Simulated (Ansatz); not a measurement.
Reaction (ligand exchange at the Si–C bond): `[SiH3]/C=C/I` + `O[SiH](Cl)Cl` → `[SiH3]O[SiH](Cl)Cl` + `C=CI`

Computed with Ansatz on PBE0-D4/def2-TZVP structures; ΔE is electronic, products minus reactants. CCSD(T)/CBS is the MP2 limit (def2-TZVPP, def2-QZVPP) plus CCSD(T) − MP2 in def2-TZVPP, frozen cores. This one scheme is used for every species. Functionals use def2-TZVPP. B3LYP here is the variant with VWN-RPA as its local correlation; programs differ in this. Elements past krypton have def2 core potentials. For I outer-core shells are correlated without core-valence functions, which leaves a few kJ/mol of doubt a bond. One conformer a species, not always the lowest.

`[SiH3]/C=C/I`:

Z-matrix (Å, degrees):
```
Si
C 1 1.863
H 1 1.486 2 108.7
H 1 1.487 2 110.4 3 120.3
H 1 1.487 2 110.4 3 -120.3
C 2 1.324 1 120.9 3 -0.1
H 2 1.087 1 119.6 3 179.9
I 6 2.085 2 124.4 1 -180.0
H 6 1.084 2 123.8 1 0.0
```

`O[SiH](Cl)Cl`:

Z-matrix (Å, degrees):
```
Si
Cl 1 2.042
Cl 1 2.041 2 107.4
O 1 1.621 2 111.2 3 -121.9
H 1 1.467 2 109.8 3 119.4
H 4 0.959 1 119.4 2 59.9
```

`[SiH3]O[SiH](Cl)Cl`:

```xyz
9

Si    0.095   -0.418   -1.538
O     0.571    0.077   -0.039
Si    0.123    0.425    1.465
Cl   -1.164    2.007    1.463
Cl   -0.826   -1.175    2.299
H     1.297   -0.417   -2.402
H    -0.922    0.521   -2.071
H    -0.475   -1.784   -1.450
H     1.302    0.763    2.271
```

`C=CI`:

```xyz
6

C     0.025    0.726    0.272
C    -0.116   -0.417   -0.372
I     0.499   -2.251    0.387
H     0.477    0.794    1.254
H    -0.321    1.646   -0.188
H    -0.565   -0.499   -1.353
```

```
             level  ΔE (kJ/mol)  difference from CCSD(T)/CBS
            PBE-D4        -81.0                         17.4
         r2SCAN-D4        -92.9                          5.5
          B3LYP-D4       -100.1                         -1.7
           ωB97M-V        -97.5                          0.9
            B2PLYP        -99.2                         -0.8
               PBE        -79.7                         18.7
             B3LYP        -98.0                          0.4
CCSD(T)/def2-TZVPP        -98.0                          0.4
    MP2/def2-QZVPP        -98.1                          0.3
    CCSD/CBS(def2)       -102.3                         -3.9
       CCSD(T)/CBS        -98.4                            0
```

Largest T1 diagnostic among the species: 0.011.

From PBE to PBE0 (25 % exact exchange), in def2-TZVPP and without D4, ΔE moves by −7.3 kJ/mol. In def2-TZVPP, CCSD(T) changes the Hartree–Fock value by +21.4 kJ/mol (the triples alone add +3.9 kJ/mol) and MP2 by +22.3 kJ/mol.
